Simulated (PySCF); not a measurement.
Simulated Si 1s region for `CB(C)[SiH]1[SiH2][SiH2][SiH2]1`, binding energy against the vacuum level.

Every computed line was given a Gaussian of 1.0 eV full width at half maximum and an area set by the number of equivalent atoms; the highest printed point is 100. Computed with PySCF 2.14.0, delta-SCF UKS SCAN, pcX-2 on the ionised atom, pcseg-1 elsewhere, spin-free X2C.

(binding energy (eV), intensity): (1843.5, 0), (1843.6, 0), (1843.7, 0), (1843.8, 1), (1843.9, 1), (1844.0, 2), (1844.1, 4), (1844.2, 6), (1844.3, 9), (1844.4, 14), (1844.5, 19), (1844.6, 27), (1844.7, 35), (1844.8, 45), (1844.9, 56), (1845.0, 67), (1845.1, 78), (1845.2, 88), (1845.3, 96), (1845.4, 100), (1845.5, 100), (1845.6, 96), (1845.7, 88), (1845.8, 76), (1845.9, 63), (1846.0, 50), (1846.1, 37), (1846.2, 27), (1846.3, 18), (1846.4, 11), (1846.5, 7), (1846.6, 4), (1846.7, 2), (1846.8, 1), (1846.9, 1), (1847.0, 0)

Q: How many maxima does the curve show, and how many computed lines lie under it?

A: The curve has 1 maximum (at 1845.5 eV). Under it lie 3 lines from 3 inequivalent silicon sites. At this width some lines have no maximum of their own.

Q: Decompose the envelope and assign each component. Numbering: `[CH3:1][B:2]([CH3:3])[SiH:4]1[SiH2:5][SiH2:6][SiH2:7]1`.

A: 
```csv
position (eV),relative area,line,atoms,environment
1844.98,1,Si 1s,Si4,SiH silicon
1845.52,2,Si 1s,Si5/Si7,SiH2 silicon
1845.57,1,Si 1s,Si6,SiH2 silicon
```

Q: What are the centre and the root-mean-square width of the whole band?

A: The area-weighted mean of the lines is 1845.40 eV. Their own spread about it is 0.24 eV (rms) and each Gaussian has σ = 1.0/2.355 = 0.42 eV; the variances add, which gives 0.49 eV.

The listed Si 1s values span 0.59 eV, from Si4 (bonded to H, B and 2 Si) to Si6 (bonded to 2 H and 2 Si). Summing the Pauling electronegativity differences to the bonded atoms, each weighted by its formal bond order, gives +0.44 for the lowest site and +0.60 for the highest; no listed site has a larger sum than the highest. The values 1845.52 and 1845.57 eV lie too close for their order to be trusted.

The curve has no shake-up lines and no vibrational structure. One atom of each set of topologically equivalent atoms was ionised and stands for the set; in this conformer not all members are related by symmetry, and their own values weren't computed. The structure is a single PBE0-D3(BJ)/def2-SVP conformer in the gas phase; no vibrational or solvent corrections.

The values belong to the conformer `[CH3:1][B:2]([CH3:3])[SiH:4]1[SiH2:5][SiH2:6][SiH2:7]1`: C1–B2–Si4–Si5 -141°.
